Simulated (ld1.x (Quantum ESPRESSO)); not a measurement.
Co (Z = 27), TM: configuration errors across variants

- Element: Co
- Generator: ld1.x (Quantum ESPRESSO) 7.5
- Type: norm-conserving Troullier–Martins (Kleinman–Bylander form)
- Functional: PBE
- Relativity: scalar-relativistic
- Frozen core: [Ar]
- Valence charge: 9
- Reference configuration: 3d7 4s1.5 4p0 (charge +0.5)
- Partial waves: 4s (bound): rc 2.30 bohr; 4p (bound, empty): rc 3.00 bohr; 3d (bound): rc 1.20 bohr
- Local potential: the d channel
- Core correction: none

All-electron excitation energies from the reference (eV): (1) 3d7 4s2 4p0 -3.602; (2) 3d7 4s1 4p0 5.428; (3) 3d7 4s0 4p0 22.213; (4) 3d7 4s0 4p2 5.376; (5) 3d5 4s0 4p0 113.435; (6) 3d8 4s1 4p0 -4.805; (7) 3d6 4s2 4p1 6.058.

Tests that are not counted but printed errors over 1 eV. “local potential all-electron potential smoothed inside 1.50 bohr (lloc = -1)”: 3d8 4s1 4p0 (pseudo-atom not self-consistent, printed error +29.2 eV); 3d6 4s2 4p1 (solver errors, printed error -33.0 eV).

3 further variants failed, have other tests or another functional or relativity, and are left out.

A true bound ghost makes a file unfit for plane-wave use even where its test errors are small: the radial tests pick states by their node count and pass the ghost by. Where a test does run into it, the solver fails or the error is huge.

Errors AE − PS in meV (a dash: test not solved or not reliable):

```tsv
change	(1)	(2)	(3)	(4)	(5)	(6)	(7)	bound ghosts
base	+1.7	+2.5	+59	+11	-374	-72	-201	s, p
wave 4s (bound): rc 2.30 bohr becomes 4s (bound): rc 1.92 bohr	+1.6	+2.5	+59	+12	-350	-75	-207	s, p
all radii scaled by about 1.27 (s 2.92, p 3.82, d 1.52 bohr)	+2.1	+2.4	+39	+2.9	-850	-45	-104	s, p
wave 4p (bound): rc 3.00 bohr becomes 4p (bound): rc 2.58 bohr	+1.7	+2.5	+59	+7.5	-374	-72	-207	s, p
wave 3d (bound): rc 1.20 bohr becomes 3d (bound): rc 1.22 bohr	+1.7	+2.6	+59	+11	-381	-73	-203	s, p
local potential all-electron potential smoothed inside 1.50 bohr (lloc = -1)	-0.4	+0.9	+59	+11	-415	–	–	s
wave 4p (bound): rc 3.00 bohr becomes 4p (bound): rc 3.76 bohr	+1.7	+2.5	+59	+22	-374	-72	-183	s, p
```

**Question.** Give the same row for: core correction a·sin(br)/r model core inside 1.26 bohr.

**Answer.** -0.6, -2.4, -32, -2.3, -1108, -90, -248; bound ghosts: s, p.
